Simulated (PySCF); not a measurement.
SMILES C[SiH](C)[O][GeH3] (GFN2-xTB optimised geometry):

```
15

Si    -0.218    -2.021     0.000
C     -0.934    -2.786    -1.582
C     -0.900    -2.884     1.552
O     -0.645    -0.442     0.000
Ge    -1.252     0.861     0.961
H      1.252    -2.021     0.000
H     -0.613    -3.818    -1.686
H     -0.600    -2.246    -2.463
H     -2.021    -2.775    -1.583
H     -0.565    -2.375     2.453
H     -1.987    -2.878     1.560
H     -0.576    -3.918     1.615
H     -0.327     1.057     2.127
H     -2.633     0.496     1.420
H     -1.245     2.021     0.018
```

Calculation: PySCF with B3LYP/def2-TZVP.

What are the frontier orbital energies and the dipole moment?

HOMO-2 -8.99 eV, HOMO-1 -7.87 eV, HOMO -7.76 eV, LUMO 0.10 eV, LUMO+1 0.78 eV; dipole moment 0.93 D.

On the same geometry PBE/def2-TZVP in PySCF gives HOMO-2 -7.81 eV, HOMO-1 -6.70 eV, HOMO -6.56 eV, LUMO -0.50 eV, LUMO+1 0.24 eV; dipole moment 0.90 D.

Meta-Löwdin charges at B3LYP/def2-TZVP: Si1 1.04, C2 -0.61, C3 -0.62, O4 -0.83, Ge5 0.66, H6 -0.15, H7 0.12, H8 0.13, H9 0.12, H10 0.12, H11 0.12, H12 0.13, H13 -0.09, H14 -0.09, H15 -0.07.
